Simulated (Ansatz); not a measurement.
The lowest doublet and quartet of CF (SMILES [C]F); geometries from B3LYP-D3(BJ)/def2-TZVP, each state relaxed from the structure named, with no frequency check.
Doublet (charge 0, multiplicity 2):
```xyz
2

C      0.000     0.000    -0.765
F      0.000     0.000     0.510
```
Quartet (charge 0, multiplicity 4):
```xyz
2

C      0.000     0.000    -0.796
F      0.000     0.000     0.531
```

A positive gap puts the quartet lower; no zero-point energy. U- takes an unrestricted doublet. The quartet is unrestricted in single-reference levels.

Cores are frozen in the correlated methods.

Run with Ansatz (Gaussian orbitals). Each number belongs to the level named beside it.

**Question.** What gap E(doublet) − E(quartet), adiabatic does U-CCSDT/cc-pVDZ give?

**Answer.** -78.4 kcal/mol

**Question.** Estimate the gap E(doublet) − E(quartet), adiabatic that U-r2SCAN/def2-TZVPP returns for this input.

**Answer.** -70.5 kcal/mol

**Question.** What gap E(doublet) − E(quartet), adiabatic does U-SVWN5/def2-TZVPP give?

**Answer.** -81.5 kcal/mol

Ansatz is a program for electronic structure.
